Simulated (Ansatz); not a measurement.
Computed with Ansatz on PBE0-D4/def2-TZVP structures; ΔE is electronic, products minus reactants. CCSD(T)/CBS adds triple-zeta CCSD(T) − MP2 to the extrapolated MP2 energy (def2 sets, frozen cores). For Ge outer-core shells are correlated without core-valence functions, which leaves a few kJ/mol of doubt a bond. Scalar relativity is left out up to krypton. One conformer a species, not always the lowest.

Consider the redistribution: `B[SiH2][SiH2][SiH3]` + `BO[SiH2][GeH3]` → `[SiH3][SiH2][SiH2][GeH3]` + `BO[SiH2]B`.

`B[SiH2][SiH2][SiH3]`:

```xyz
13

B     1.701    1.496   -0.110
Si   -0.260    1.691   -0.380
Si   -1.102   -0.215    0.720
Si   -0.166   -2.149   -0.201
H     2.358    0.838   -0.861
H     2.237    1.939    0.862
H    -0.701    1.595   -1.800
H    -0.869    2.900    0.240
H    -0.767   -0.147    2.171
H    -2.586   -0.247    0.588
H     1.308   -2.125    0.004
H    -0.437   -2.197   -1.663
H    -0.716   -3.379    0.429
```

`BO[SiH2][GeH3]`:

Cartesian coordinates in Å:
```
B 1.817 -0.287 1.071
O 1.589 -0.448 -0.244
Si 0.227 -0.257 -1.182
Ge -1.667 0.443 0.086
H 2.921 -0.500 1.485
H 0.924 0.064 1.801
H 0.553 0.746 -2.227
H -0.039 -1.562 -1.838
H -1.426 1.800 0.764
H -2.042 -0.589 1.162
H -2.857 0.590 -0.879
```

`[SiH3][SiH2][SiH2][GeH3]`:

Z-matrix (Å, degrees):
```
Si
Si 1 2.338
H 1 1.488 2 109.9
H 1 1.488 2 111.3 3 120.6
H 1 1.488 2 109.5 3 -119.1
Si 2 2.337 1 109.6 3 58.5
H 2 1.490 1 110.1 3 -63.6
H 2 1.490 1 109.2 3 177.7
Ge 6 2.380 2 109.8 1 54.9
H 6 1.490 2 109.4 1 -64.6
H 6 1.490 2 110.8 1 176.1
H 9 1.538 6 110.1 2 -64.6
H 9 1.538 6 111.3 2 175.1
H 9 1.538 6 110.3 2 54.7
```

`BO[SiH2]B`:

Cartesian coordinates in Å:
```
B 0.172 1.143 -1.835
O 0.338 0.941 -0.516
Si 0.512 -0.444 0.392
B -0.905 -0.646 1.790
H 0.127 0.203 -2.589
H 0.069 2.272 -2.226
H 0.498 -1.629 -0.517
H 1.849 -0.369 1.043
H -0.849 -1.588 2.526
H -1.811 0.119 1.932
```

| species | CCSD(T)/CBS(def2) energy (Eh) |
| --- | --- |
| `B[SiH2][SiH2][SiH3]` | -897.39286 |
| `BO[SiH2][GeH3]` | -2469.43191 |
| `[SiH3][SiH2][SiH2][GeH3]` | -2949.34842 |
| `BO[SiH2]B` | -417.47687 |

Problem. Work out ΔE.

Solution. ΔE = (-2949.34842) + (-417.47687) − (-897.39286) − (-2469.43191) = -0.00052 Eh = -0.01 eV.

Largest T1 diagnostic among the species: 0.014.

In def2-TZVPP, CCSD(T) changes the Hartree–Fock value by +0.07 eV (the triples alone add +0.01 eV) and MP2 by +0.06 eV.
